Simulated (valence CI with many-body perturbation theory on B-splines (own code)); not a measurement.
## Sensitivity of CI+MBPT for Tm⁵⁴⁺

Calculated by relativistic CI+MBPT: five valence electrons over a frozen Dirac-Fock core [Ne], a basis of 6 s, 6 p, 5 d, 3 f, 1 g functions for each j, with the one-electron correlation potential Σ1, the two-electron term Σ2, the three-electron term Σ3, Breit, model QED; selected CI, second order for the rest, scaled by the run's own slope (own B-spline code, finite nucleus).

The last digits are not significant, and no measured levels were compared; by estimate large intervals hold to a few tenths of a per cent, small ones and those within an open d or f shell to about a per cent. Among the levels kept, up to 680 cm⁻¹ of a level comes from second order outside the variational space, and about a tenth of that is noise between levels of different J, which matters for small intervals.

The reference run has the lowest level (3s^2 3p1/2^2 3p3/2) J=3/2 and an ionisation energy of 5159.31 eV. Its largest variational space holds 10000 state functions.

Levels are named by their leading jj configuration (3d3/2^4 stands for four electrons in 3d with j = 3/2), which in mixed levels can hold well under half, so a name can repeat and another be missing. Letters in brackets count levels of one name in rising energy.

Changed runs:
A. cutoff of virtual states (hartree) 9522 → 193000; logarithmic knot step 0.27 → 0.4
B. hole-hole ladder in Σ2 on → off
C. box radius (bohr) 1.5325 → 4.05
D. size limit of the variational space 10000 → 100; second order for the rest on → off (bad on purpose)

Excitation energies of the reference run in cm⁻¹, and shifts in cm⁻¹:

| Level | Reference | A | B | C | D |
| --- | --- | --- | --- | --- | --- |
| (3s^2 3p1/2^2 3d3/2) J=3/2 | 1692280 | +39 | -372 | -0.9 | +339 |
| (3s^2 3p1/2 3p3/2^2) J=3/2 | 1948970 | +38 | -111 | -0.6 | -503 |
| (3s^2 3p1/2 3p3/2^2) J=5/2 | 2037430 | +38 | -62 | -0.6 | +349 |
| (3s^2 3p1/2 3p3/2^2) J=1/2 | 2150260 | +39 | -2.0 | -0.5 | -2168 |
| (3s^2 3p1/2^2 3d5/2) J=5/2 | 2255750 | +39 | -373 | -1.1 | +1491 |
| (3s 3p1/2^2 3p3/2^2) J=5/2 | 3209200 | +49 | -37 | -0.8 | -617 |
| (3s 3p1/2^2 3p3/2^2) J=3/2 | 3432540 | +56 | -47 | -0.9 | +2235 |
| (3s 3p1/2^2 3p3/2^2) J=1/2 | 3440900 | +52 | +50 | -0.8 | +445 |
| (3s^2 3p1/2 3p3/2 3d3/2) J=5/2 [a] | 3624660 | +77 | -448 | -1.5 | +3935 |
| (3s^2 3p1/2 3p3/2 3d3/2) J=1/2 [a] | 3647440 | +77 | -461 | -1.6 | -1751 |
| (3s^2 3p1/2 3p3/2 3d3/2) J=3/2 [a] | 3647470 | +75 | -425 | -1.5 | +2180 |
| (3s^2 3p1/2 3p3/2 3d3/2) J=7/2 | 3715770 | +77 | -432 | -1.5 | +4042 |
| Ionisation energy (eV) | 5159.31 | +0.0032 | -0.047 | -0.00019 | -0.96 |
